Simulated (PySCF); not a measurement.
**Predicted spectroscopic data**

Computational details: structure optimised with GFN2-xTB, NMR shieldings at PBE0/pcSseg-1/GIAO, in PySCF 2.14 (rapidly exchanging positions averaged, in vacuum, a single conformation, relativity neglected).

δ = σ(ref) − σ, references computed at the same level: 1H and 13C vs TMS. Splittings of carbon signals by F and P are missing where no couplings were computed. Where no couplings were computed, multiplicities follow the n + 1 count of equivalent neighbours, and m marks all less simple cases (inequivalent or close neighbours, rings, F or P nearby). Shifts are as computed. Against solution values, carbons near 30 ppm lie about +3 ppm off and those near 130 ppm about +5 ppm. Of 1211 compounds with measured shifts, 218 miss one by over three times the rms of a fit or turn the order of signals round; such compounds aren't used in these exercises.

Compound 1 (C$_{2}$H$_{11}$FSi$_{3}$). 1H NMR (500 MHz, computed): δ 4.98 (m, 2H), 3.59 (s, 6H), 0.18 (s, 3H). 13C{1H} NMR (computed): δ 82.1, -4.3. Structure: `[SiH3][Si](C)([SiH3])CF`.

Compound 2 (C$_{8}$H$_{10}$). 1H NMR (500 MHz, computed): δ 6.11 (m, 1H), 5.89 (m, 1H), 5.66 (m, 1H), 3.26 (m, 1H), 2.39 (m, 2H), 2.25 (m, 2H), 2.01 (m, 1H), 1.92 (m, 1H). 13C{1H} NMR (computed): δ 133.1, 125.8, 106.8, 88.9, 30.6, 25.1, 17.9. Structure: `C=CC#CC1CCC1`.
